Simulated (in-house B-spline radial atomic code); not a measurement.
**LC-wPBE excitations of Kr⁸⁺**

Method: LC-wPBE. Computed with an all-electron radial atomic-structure program (B-spline basis): linear response of the closed shell [Ar] 3d10 with the functional's adiabatic kernel; scalar-relativistic (spin-free one-electron X2C), finite nucleus, no spin-orbit coupling, no double excitations, S, P, D and F terms only. Only terms of natural parity with L up to 3 were computed.

Command:
```bash
python run_td.py task.json out
```
Settings (radii: box in bohr, nucleus in fm):
```
Z                        36
electrons                28
configuration            [Ar] 3d10
hamiltonian              x2c
method                   lc_wpbe
box_radius               11.59
rms_radius               4.1884
intervals                69
```

Time taken, with all properties: 1.4 s on 1 thread of Intel(R) Xeon(R) Platinum 8259CL CPU @ 2.50GHz (Skylake/Cascade Lake), with other jobs on the host.

The lowest states, in the order of their Tamm-Dancoff energies; the method's threshold (minus the highest occupied level) is 221.06 eV. Labels give the largest channel, * marks a mixed state, and oscillator strengths are full-response dipole values. Semilocal kernels can invert the small singlet-triplet splittings of Rydberg terms. Energies in eV:

```
     state  full response  Tamm-Dancoff  oscillator strength
3d → 4s 3D              ?             ?                    -
3d → 4s 1D          80.48         80.49                    -
3d → 4p 3P          98.56         98.58                    -
3d → 4p 3F          98.79         98.80                    -
3d → 4p 1F          99.47         99.47                    -
3d → 4p 1P         100.92        101.01                0.539
3d → 4d 3S         127.28        127.31                    -
3d → 4d 3D         128.38        128.39                    -
3d → 4d 1D         129.40        129.42                    -
3d → 4d 1S              ?             ?                    -
```

Q: Where does 3d → 4d 1S lie?

A: At 137.02 eV in full response, 138.01 eV in Tamm-Dancoff.

Q: Where does 3d → 4s 3D lie?

A: At 79.60 eV in full response, 79.62 eV in Tamm-Dancoff.

Q: How large is the singlet-triplet splitting of 3d → 4s (D terms) in Tamm-Dancoff?

A: 0.87 eV, from the unrounded values.

Q: What polarisabilities and dispersion coefficient does the method give?

A: Dipole 0.2135 bohr³, quadrupole 0.1456 bohr⁵, C6 0.2503 hartree·bohr⁶ for two such species.
